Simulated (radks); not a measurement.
Values are calculated unless marked as measured or tabulated.
Task: Mean orbital radii <r> (bohr) of neutral magnesium, [Ne] 3s2, of relativity; Dirac values are averaged over j with weights 2j + 1. Spin-unpolarised spherical Kohn-Sham, PBE, point nucleus unless stated (finite: rms radius 3.057 fm), a radial shooting solver on a logarithmic mesh with Libxc functionals. A level marked "c x" has the speed of light scaled by that factor.

| shell | non-rel. |
|---|---|
| 1s | 0.1309 |
| 2s | 0.6989 |
| 2p | 0.6897 |
| 3s | 3.155 |

Give the values at the level "Dirac, c x 1.25".

Result: 
shell  Dirac, c x 1.25  change of magnitude (%)
1s              0.1307                    -0.15
2s              0.6978                    -0.17
2p              0.6895                    -0.03
3s               3.152                    -0.10
